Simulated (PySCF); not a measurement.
I₄Sn. Atoms are numbered in the order given.

```xyz
5

I     -1.5461     1.5461    -1.5461
Sn     0.0000     0.0000     0.0000
I      1.5461     1.5461     1.5461
I      1.5461    -1.5461    -1.5461
I     -1.5461    -1.5461     1.5461
```

Geometry: PBE0-D3(BJ)/def2-SVP. The isomer is the one that the SMILES or the coordinates give; other isomers of the formula were not compared. The def2 effective core potentials stand for the cores of I, Sn; spin–orbit coupling is left out.

Method: TDDFT-B3LYP/def2-SVPD (PySCF).

Vertical excitations; the highest root listed may be one member of a degenerate set. The molecule is in vacuum. State labels are in the subgroup D2.

Computed UV-visible absorptions:
```
state  symmetry  energy (eV)  λ (nm)      f                                                  main pairs
-----  --------  -----------  ------  -----  ----------------------------------------------------------
S1           B2         2.74     453  0.000                                HOMO−1→LUMO (degenerate set)
S2           B3         2.74     453  0.000                                  HOMO→LUMO (degenerate set)
S3           B1         2.74     453  0.000                                HOMO−2→LUMO (degenerate set)
S4           B2         3.20     387  0.037                                HOMO−4→LUMO (degenerate set)
S5           B1         3.20     387  0.037                                HOMO−5→LUMO (degenerate set)
S6           B3         3.20     387  0.037                                HOMO−3→LUMO (degenerate set)
S7            A         3.24     383  0.000                                HOMO−6→LUMO (degenerate set)
S8            A         3.24     383  0.000                                HOMO−7→LUMO (degenerate set)
S9           B1         5.18     239  0.028   HOMO−10→LUMO, HOMO−1→LUMO+3, HOMO→LUMO+2 (degenerate set)
S10          B3         5.18     239  0.028  HOMO−8→LUMO, HOMO−1→LUMO+1, HOMO−2→LUMO+2 (degenerate set)
T1           B2         2.48     499      0                                HOMO−1→LUMO (degenerate set)
T2           B3         2.48     499      0                                  HOMO→LUMO (degenerate set)
T3           B1         2.48     499      0                                HOMO−2→LUMO (degenerate set)
T4           B1         2.79     445      0                                            HOMO−5→LUMO 98 %
```
Triplets are in the Tamm–Dancoff approximation, which puts them higher than full response would, so one can lie above its singlet here.
